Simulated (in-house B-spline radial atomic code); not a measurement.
Results of a calculation; reference values are marked as such.
**Building a PAW p channel for Sc, r_c = 1.05 bohr**

Sc, [Ar] 3d1 4s2, non-relativistic PBE, spherical and spin-unpolarised, from a B-spline radial code for spherical atoms (atomic units; all potentials screened as in the neutral atom).

Two all-electron partial waves φ1, φ2 are integrated outwards at E1 = ε(3p) = -1.235018 and E2 = E1 + 2 hartree; φ1 is the bound orbital and φ2 has unit norm inside r_c = 1.0501 bohr. Smooth partners are polynomials, r^2(a0 + a1 r² + a2 r⁴ + a3 r⁶), matched to φ and three derivatives at r_c, with no condition on the norm. The local potential is -19.5076 + (36.9693) r² + (-31.9108) r⁴ + (10.5524) r⁶ inside 0.8598 bohr and the all-electron one outside.

| wave | φ(r_c) | φ'(r_c) | a0 | a1 | a2 | a3 |
| --- | --- | --- | --- | --- | --- | --- |
| 1 | 0.9842917 | -0.2621835 | 2.89891 | -2.978635 | 1.289243 | -0.2158312 |
| 2 | 0.9898106 | -2.936308 | 5.867959 | -7.726605 | 3.639379 | -0.6528753 |

Inside r_c the overlaps are <φi φj> = [[0.44486, 0.65767], [0.65767, 1.00000]] and, for the smooth waves, [[0.45952, 0.68837], [0.68837, 1.06194]]. With χj = (Ej − T − V_local) applied to smooth wave j, the program's quadrature gives the matrix B_ij = <smooth i, χj> as [[0.87061, 1.60551], [1.54411, 2.87471]].

Check the match of the first wave, and find the augmentation charges q_ij.

At r_c the four terms are 3.19666, -3.62193, 1.72870, -0.31912, which sum to 0.9843, φ1(r_c) to rounding. q_ij is the all-electron overlap less the smooth one: [[-0.01466, -0.03070], [-0.03070, -0.06194]]. The smooth first wave has a norm of 0.4595 inside r_c against 0.4449, so q11 is negative and must stay small enough for the overlap operator to be positive.

B isn't symmetric. Show that D_ij = B_ij + Ej q_ij is.

Integrating by parts gives B12 − B21 = (E1 − E2) q12: 1.60551 − (1.54411) = 0.06140, and −2 × (-0.03070) = 0.06139. So D12 = 1.60551 + (0.764982)(-0.03070) = 1.58203 and D21 = 1.54411 + (-1.235018)(-0.03070) = 1.58202; D11 = 0.88871, D22 = 2.82733. The projectors, p = (B⁻¹)ᵀ χ, are dual to the smooth waves; det B = 0.024, small beside B11 B22, as the two smooth waves look alike inside r_c.

Solving (T + V_local + Σ p D p) ψ = E (1 + Σ p q p) ψ in a sphere of 9 bohr gives these levels:

```
all-electron  one projector  two projectors
   -1.235020      -1.235020       -1.235020
   -0.043553      -0.043921       -0.043554
    0.203860       0.203118        0.203859
    0.599436       0.597461        0.599436
    1.143020       1.138480        1.143020
```

What does the second projector gain?

With one projector the errors are 0.00, -0.37, -0.74, -1.97, -4.54 millihartree. With two the errors are 0.00, 0.00, 0.00, 0.00, 0.00 millihartree. The scattering is exact at E1 and at E2 = 0.765, and over all levels compared the largest error is under 0.01 millihartree. The lowest eigenvalue of the overlap operator is 0.9186 with one and 0.7915 with two projectors. The smooth orbital alone needs a cutoff of 17.3 hartree for 1 millihartree of kinetic energy, against 33.6 for a norm-conserving Troullier-Martins orbital of the same radius; part of the gain comes from giving up the norm, part from the simpler form.
